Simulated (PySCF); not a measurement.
```xyz
4
charge 1 multiplicity 3, angstrom
Pd    0.0084    0.0000   -0.0340
H    -0.9191    0.0000    1.6408
H     1.4734    0.0000    0.6446
H    -1.5525    0.0000    1.1700
```

Computed with PySCF, UPBE0, basis Pd def2-TZVP with ECP28, H def2-TZVP (scalar-relativistic core potentials, no spin–orbit coupling, density fitting).

This geometry of [PdH3]+ is a stationary point at this level.

What is the point group?

Cs.

Is it a minimum?

Yes: all harmonic wavenumbers are real.

List the harmonic modes with their infrared intensities.


| symmetry | ω (cm⁻¹) | IR (km/mol) |
| --- | --- | --- |
| a'' | 279 | 0.3 |
| a' | 385 | 1.7 |
| a' | 649 | 3.4 |
| a' | 979 | 21.7 |
| a' | 1658 | 162 |
| a' | 3797 | 75.4 |

What are the dipole moment and the gap between the highest occupied and lowest empty levels of either spin?

1.70 D about the centre of mass and 2.36 eV.

Other isomers or separated fragments may lie lower. With open d or f shells other occupations or spin states may lie lower. At this level a singlet minimum of Cs symmetry lies 136 kJ/mol below this structure.
